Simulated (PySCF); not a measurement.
## Shapes and spin states of Mn2O

Method: PySCF, PBE0, basis O def2-SVP, Mn def2-SVP (no relativity, density fitting).

Relaxations began from a few typed shapes and spin states; open shells are unrestricted. The search is not exhaustive: other isomers or separated fragments can lie lower, and high-lying points may rest on an excited occupation.

(1) Which is the lowest minimum found?
A. singlet (closed shell, unstable to spin polarisation) C2v: Mn–Mn 2.749 Å, O–Mn 1.707 Å (×2); Mn–Mn–O 36.4° (×2), Mn–O–Mn 107.2°
B. broken-symmetry Ms = 4 (⟨S²⟩ 21.47) C2v: O–Mn 1.784 Å (×2); Mn–O–Mn 150.4°
C. singlet (closed shell, unstable to spin polarisation) D∞h: O–Mn 1.675 Å (×2); Mn–O–Mn 180.0°

Answers

(1) B. The others lie at 830.9 (singlet C2v), 869.1 (singlet D∞h) kJ/mol above it.

For the lowest minimum: the determinant is spin-contaminated (⟨S²⟩ = 21.47, pure value 20.00). Other spin states or occupations of the open shell can lie lower.

The electron or spin density has lower symmetry than the nuclear frame for the singlet (closed shell, unstable to spin polarisation) D∞h at 869.1 kJ/mol.
